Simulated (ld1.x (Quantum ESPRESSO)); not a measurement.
# Sr: one change to a TM potential, before and after

- Element: strontium (Sr)
- Generator: ld1.x (Quantum ESPRESSO) 7.5
- Type: norm-conserving Troullier–Martins (Kleinman–Bylander form)
- Functional: PBE
- Relativity: scalar-relativistic
- Frozen core: [Ar] 3d10 4s2
- Valence charge: 8
- Reference configuration: 4p6 4d0 5s2 5p0
- Partial waves: 5s (bound): rc 2.80 bohr; 4d (bound, empty): rc 2.40 bohr; 4p (bound): rc 1.60 bohr
- Local potential: the p channel
- Core correction: Bessel-smoothed model core inside 1.05 bohr

Change: all radii but the core radius scaled by about 1.07 (s 3.00, p 1.72, d 2.58 bohr).

Cutoffs: the cutoffs (Ry, on a coarse ladder) from which the occupation-weighted sum of valence levels, in a spherical-Bessel basis at the reference potential, stays within 10 and 1 mRy of its value at 400 Ry; they do not see the model core or the augmentation charge, which bear on the density cutoff. Errors are all-electron minus pseudo energies relative to the spin-unpolarised reference configuration.

**Question.** Predict the effect on cutoff, ghosts and configuration errors.

**Answer.** The potential gets softer (40 Ry and 80 Ry → 35 Ry and 70 Ry); both files keep a bound ghost (s); the number of tests that count goes from 7 to 6; of the 6 tests that both files solve, the error grows in 2 and shrinks in 2 by more than 15 % and 0.3 meV (median size 5.7 → 4.0 meV). A larger radius leaves more room for a smooth pseudo-wave, so fewer plane waves are needed.

```tsv
quantity	base	changed
cutoff, loose	40 Ry	35 Ry
cutoff, tight	80 Ry	70 Ry
loose cutoff by channel (10 mRy a level)	s 6 Ry, p 30 Ry	s 6 Ry, p 25 Ry
bound ghosts	s	s
tests counted (converged, no solver errors)	7 of 7	6 of 7
error for 4p6 4d0 5s1 5p0, meV [ΔE 5.89 eV]	-6.4	-2.9
error for 4p6 4d0 5s0 5p0, meV [ΔE 16.89 eV]	-0.1	+1.0
error for 4p6 4d0 5s1.5 5p0, meV [ΔE 2.34 eV]	-1.9	-0.9
error for 4p6 4d1 5s1 5p0, meV [ΔE 2.32 eV]	-14	-15
error for 4p6 4d0.5 5s1.5 5p0, meV [ΔE 1.15 eV]	-5.1	-5.0
error for 4p6 4d0 5s0 5p2, meV [ΔE 4.71 eV]	+9.8	+16
```

Changed file: Tests not counted: 4p5 4d0 5s2 5p0 (solver errors, printed error -10.5 eV). A true bound ghost makes a file unfit for plane-wave use even where its test errors are small: the radial tests pick states by their node count and pass the ghost by. Where a test does run into it, the solver fails or the error is huge.
